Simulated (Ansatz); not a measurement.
`[GaH2][NH]B1CS1` + H₂O → `[OH][GaH2]` + `NB1CS1`  (formal hydrolysis of a Ga–N bond)

Computed with Ansatz on PBE0-D4/def2-TZVP structures; ΔE is electronic, products minus reactants. CBS: MP2 limit from def2 TZ/QZ plus the TZ coupled-cluster correction, frozen cores. This one scheme is used for every species. DFT in def2-TZVPP. B3LYP here is the variant with VWN-RPA as its local correlation; programs differ in this. HSE06 is defined as in plane-wave codes. For Ga outer-core shells are correlated without core-valence functions, which leaves a few kJ/mol of doubt a bond. Scalar relativity is left out up to krypton. Each species was taken in one conformer, which may not be the lowest.

`[GaH2][NH]B1CS1`:

Cartesian coordinates in Å:
```
Ga -0.832 -0.446 1.839
N 0.639 0.183 0.906
B 0.705 0.303 -0.478
C -0.032 0.112 -1.806
S 1.714 0.786 -1.850
H -2.060 -0.858 0.978
H -0.681 -0.494 3.391
H 1.458 0.462 1.428
H -0.131 -0.869 -2.263
H -0.781 0.822 -2.146
```

H₂O:

```xyz
3

O     0.140   -0.174    0.319
H    -0.588   -0.466   -0.232
H     0.448    0.640   -0.086
```

`[OH][GaH2]`:

Z-matrix (Å, degrees):
```
Ga
O 1 1.788
H 1 1.565 2 117.5
H 1 1.556 2 113.8 3 180.0
H 2 0.959 1 114.1 3 0.0
```

`NB1CS1`:

Z-matrix (Å, degrees):
```
C
B 1 1.529
S 1 1.871 2 61.7
H 1 1.086 2 121.3 3 101.9
H 1 1.086 2 121.3 3 -101.9
N 2 1.380 1 147.0 3 -180.0
H 6 1.005 2 122.9 1 -180.0
H 6 1.005 2 122.6 1 0.0
```

| level | ΔE (kJ/mol) | difference from CCSD(T)/CBS |
| --- | --- | --- |
| LDA (SPW92) | -21.0 | -12.4 |
| PBE-D4 | -18.5 | -9.9 |
| revPBE-D4 | -15.4 | -6.8 |
| BLYP-D4 | -19.3 | -10.7 |
| r2SCAN-D4 | -20.3 | -11.7 |
| B97M-V | -22.1 | -13.5 |
| PBE0-D4 | -14.8 | -6.2 |
| r2SCANh-D4 | -18.7 | -10.1 |
| r2SCAN0-D4 | -16.7 | -8.1 |
| HSE06-D4 | -14.7 | -6.1 |
| BHLYP-D4 | -14.6 | -6.0 |
| CAM-B3LYP-D4 | -20.5 | -11.9 |
| ωB97X-V | -19.9 | -11.3 |
| ωB97M-V | -18.4 | -9.8 |
| B2PLYP | -20.6 | -12.0 |
| PBE | -23.7 | -15.1 |
| revPBE | -24.8 | -16.2 |
| BLYP | -29.4 | -20.8 |
| r2SCAN | -21.8 | -13.2 |
| PBE0 | -19.6 | -11.0 |
| B3LYP | -25.6 | -17.0 |
| r2SCANh | -20.4 | -11.8 |
| r2SCAN0 | -18.6 | -10.0 |
| HSE06 | -19.4 | -10.8 |
| BHLYP | -22.7 | -14.1 |
| LC-ωPBE | -22.5 | -13.9 |
| RPA@PBE/def2-TZVPP | -11.8 | -3.2 |
| HF/def2-SVP | -21.8 | -13.2 |
| MP2/def2-SVP | -18.8 | -10.2 |
| CCSD/def2-SVP | -20.4 | -11.8 |
| CCSD(T)/def2-SVP | -19.4 | -10.8 |
| HF/def2-TZVPP | -21.1 | -12.5 |
| MP2/def2-TZVPP | -9.8 | -1.2 |
| SCS-MP2/def2-TZVPP | -13.3 | -4.7 |
| CCSD/def2-TZVPP | -12.4 | -3.8 |
| CCSD(T)/def2-TZVPP | -11.1 | -2.5 |
| MP2/def2-QZVPP | -8.6 | 0.0 |
| HF/CBS(def2) | -21.5 | -12.9 |
| MP2/CBS(def2) | -7.4 | 1.2 |
| CCSD/CBS(def2) | -9.9 | -1.3 |
| CCSD(T)/CBS | -8.6 | 0 |

Largest T1 diagnostic among the species: 0.015.

From PBE to PBE0 (25 % exact exchange), in def2-TZVPP and without D4, ΔE moves by +4.1 kJ/mol. At CCSD(T), def2-SVP lies −10.8 kJ/mol from the extrapolated value and def2-TZVPP −2.5 kJ/mol. In def2-TZVPP, CCSD(T) changes the Hartree–Fock value by +10.0 kJ/mol (the triples alone add +1.3 kJ/mol) and MP2 by +11.2 kJ/mol.
